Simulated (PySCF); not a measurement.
Species: C8H10OSi.
Numbering: `[CH:1]1=[CH:2][C@H:3]([c:4]2[cH:5][cH:6][cH:7][o:8]2)[SiH2:9][CH2:10]1` (hydrogens: H11 on C1; H12 on C2; H13 on C3; H14 on C5; H15 on C6; H16 on C7; H17, H18 on Si9; H19, H20 on C10)

The same species was optimised twice, with GFN2-xTB and with PBE0-D3(BJ)/def2-SVP (PySCF), and the same property calculations (PySCF, gas phase) were run on both structures.

```json
{"coordinate": "C1=C2 (Å)", "GFN2-xTB": "1.321", "PBE0-D3(BJ)/def2-SVP": "1.340", "change": "+0.019"}
{"coordinate": "C5–C6 (Å)", "GFN2-xTB": "1.417", "PBE0-D3(BJ)/def2-SVP": "1.432", "change": "+0.015"}
{"coordinate": "Si9–C10 (Å)", "GFN2-xTB": "1.908", "PBE0-D3(BJ)/def2-SVP": "1.900", "change": "-0.008"}
{"coordinate": "C1–C10 (Å)", "GFN2-xTB": "1.500", "PBE0-D3(BJ)/def2-SVP": "1.506", "change": "+0.006"}
{"coordinate": "C2–C3 (Å)", "GFN2-xTB": "1.504", "PBE0-D3(BJ)/def2-SVP": "1.509", "change": "+0.005"}
{"coordinate": "C7–O8 (Å)", "GFN2-xTB": "1.349", "PBE0-D3(BJ)/def2-SVP": "1.353", "change": "+0.004"}
{"coordinate": "C6–C7 (Å)", "GFN2-xTB": "1.358", "PBE0-D3(BJ)/def2-SVP": "1.361", "change": "+0.003"}
{"coordinate": "C4–C5 (Å)", "GFN2-xTB": "1.365", "PBE0-D3(BJ)/def2-SVP": "1.367", "change": "+0.002"}
{"coordinate": "C3–Si9 (Å)", "GFN2-xTB": "1.927", "PBE0-D3(BJ)/def2-SVP": "1.924", "change": "-0.003"}
{"coordinate": "C4–O8 (Å)", "GFN2-xTB": "1.351", "PBE0-D3(BJ)/def2-SVP": "1.353", "change": "+0.002"}
{"coordinate": "C3–C4 (Å)", "GFN2-xTB": "1.483", "PBE0-D3(BJ)/def2-SVP": "1.485", "change": "+0.002"}
{"coordinate": "C3–Si9–C10 (°)", "GFN2-xTB": "93.2", "PBE0-D3(BJ)/def2-SVP": "95.9", "change": "+2.7"}
{"coordinate": "C3–C4–C5 (°)", "GFN2-xTB": "131.1", "PBE0-D3(BJ)/def2-SVP": "133.2", "change": "+2.1"}
{"coordinate": "C2–C3–Si9 (°)", "GFN2-xTB": "103.8", "PBE0-D3(BJ)/def2-SVP": "101.7", "change": "-2.1"}
{"coordinate": "C1–C10–Si9 (°)", "GFN2-xTB": "104.6", "PBE0-D3(BJ)/def2-SVP": "102.4", "change": "-2.2"}
{"coordinate": "C3–C4–O8 (°)", "GFN2-xTB": "119.0", "PBE0-D3(BJ)/def2-SVP": "117.0", "change": "-2.0"}
{"coordinate": "C2–C3–C4 (°)", "GFN2-xTB": "111.0", "PBE0-D3(BJ)/def2-SVP": "112.5", "change": "+1.5"}
{"coordinate": "C2–C1–C10 (°)", "GFN2-xTB": "119.1", "PBE0-D3(BJ)/def2-SVP": "119.9", "change": "+0.8"}
{"coordinate": "C4–C3–Si9 (°)", "GFN2-xTB": "113.1", "PBE0-D3(BJ)/def2-SVP": "113.7", "change": "+0.6"}
{"coordinate": "C2–C3–C4–C5 (°)", "GFN2-xTB": "-36", "PBE0-D3(BJ)/def2-SVP": "-22", "change": "+14"}
```

Rotational constants: A = 2647, B = 753.1, C = 686.9 MHz (GFN2-xTB) against A = 2631, B = 756.1, C = 673.3 MHz (PBE0-D3(BJ)/def2-SVP). Point groups within 0.08 Å: C1 and C1.

On the GFN2-xTB structure: HOMO (eV) -6.06 [PBE0/pcSseg-1]; LUMO (eV) 0.27 [PBE0/pcSseg-1]; dipole (D) 0.95 [PBE0/pcSseg-1]; GIAO shielding of C1 (ppm) 46.6 [PBE0/pcSseg-1]; GIAO shielding of C2 (ppm) 46.6 [PBE0/pcSseg-1]; GIAO shielding of C3 (ppm) 152.4 [PBE0/pcSseg-1]; GIAO shielding of C4 (ppm) 22.0 [PBE0/pcSseg-1]; GIAO shielding of C5 (ppm) 76.9 [PBE0/pcSseg-1]; GIAO shielding of C6 (ppm) 68.8 [PBE0/pcSseg-1]; GIAO shielding of C7 (ppm) 42.6 [PBE0/pcSseg-1]; GIAO shielding of O8 (ppm) 32.0 [PBE0/pcSseg-1].

Task: What do these properties become on the PBE0-D3(BJ)/def2-SVP structure?

Result: 
```json
{"property": "HOMO (eV)", "level": "PBE0/pcSseg-1", "on GFN2-xTB": "-6.06", "on PBE0-D3(BJ)/def2-SVP": "-6.13", "change": "-0.07"}
{"property": "LUMO (eV)", "level": "PBE0/pcSseg-1", "on GFN2-xTB": "0.27", "on PBE0-D3(BJ)/def2-SVP": "0.18", "change": "-0.09"}
{"property": "dipole (D)", "level": "PBE0/pcSseg-1", "on GFN2-xTB": "0.95", "on PBE0-D3(BJ)/def2-SVP": "0.99", "change": "+0.04"}
{"property": "energy, GFN2-xTB geometry as zero (kcal/mol)", "level": "PBE0/pcSseg-1", "on GFN2-xTB": "0.0", "on PBE0-D3(BJ)/def2-SVP": "-1.7", "change": "-1.7"}
{"property": "GIAO shielding of C1 (ppm)", "level": "PBE0/pcSseg-1", "on GFN2-xTB": "46.6", "on PBE0-D3(BJ)/def2-SVP": "40.8", "change": "-5.8"}
{"property": "GIAO shielding of C2 (ppm)", "level": "PBE0/pcSseg-1", "on GFN2-xTB": "46.6", "on PBE0-D3(BJ)/def2-SVP": "43.5", "change": "-3.1"}
{"property": "GIAO shielding of C3 (ppm)", "level": "PBE0/pcSseg-1", "on GFN2-xTB": "152.4", "on PBE0-D3(BJ)/def2-SVP": "152.5", "change": "+0.1"}
{"property": "GIAO shielding of C4 (ppm)", "level": "PBE0/pcSseg-1", "on GFN2-xTB": "22.0", "on PBE0-D3(BJ)/def2-SVP": "23.3", "change": "+1.3"}
{"property": "GIAO shielding of C5 (ppm)", "level": "PBE0/pcSseg-1", "on GFN2-xTB": "76.9", "on PBE0-D3(BJ)/def2-SVP": "76.6", "change": "-0.3"}
{"property": "GIAO shielding of C6 (ppm)", "level": "PBE0/pcSseg-1", "on GFN2-xTB": "68.8", "on PBE0-D3(BJ)/def2-SVP": "67.9", "change": "-0.9"}
{"property": "GIAO shielding of C7 (ppm)", "level": "PBE0/pcSseg-1", "on GFN2-xTB": "42.6", "on PBE0-D3(BJ)/def2-SVP": "40.2", "change": "-2.4"}
{"property": "GIAO shielding of O8 (ppm)", "level": "PBE0/pcSseg-1", "on GFN2-xTB": "32.0", "on PBE0-D3(BJ)/def2-SVP": "28.8", "change": "-3.2"}
```

The heavy atoms differ by 0.129 Å rms after alignment. Among bonds between heavy atoms C1=C2 changes most (+0.019 Å). Changes are differences of the printed values. Neither structure is proved a minimum here.
